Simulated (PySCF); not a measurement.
Input for PySCF: R-B3LYP/6-31G* on GeH4 (SMILES [GeH4]) with ghost functions, monomers drawn apart or pushed together.

```python
from pyscf import gto, scf, dft, mp
from pyscf.data.elements import chemcore

mol = gto.M(
    atom='''
    Ge   -0.80457994    0.08586463    6.66643175
    H    -1.13775445   -0.24129046    8.13465306
    H    -0.78654074   -1.23477829    5.87837688
    H     0.57458579    0.75220714    6.60251290
    H    -1.88311762    1.01811344    6.10316663
    ghost-C    0.49125447   -0.57724568    0.39054414
    ghost-O    0.43459162    0.47642369    0.96143741
    ghost-H    0.72649524   -0.64477595   -0.68852333
    ghost-H    0.31122916   -1.53524066    0.91435498
    ''',
    basis='6-31g*',
    cart=True,
    charge=0, spin=0, verbose=3, max_memory=1800)
mf = dft.RKS(mol, xc='b3lyp')
mf.conv_tol = 1e-8
mf.max_cycle = 100
mf.kernel()
if not mf.converged:
    mf = mf.newton().run(mf.mo_coeff, mf.mo_occ)
```

Output:

```
converged SCF energy = -2079.15317412909
```

The calculation finished and met its thresholds.

Cost: very roughly 2.0 core-seconds.
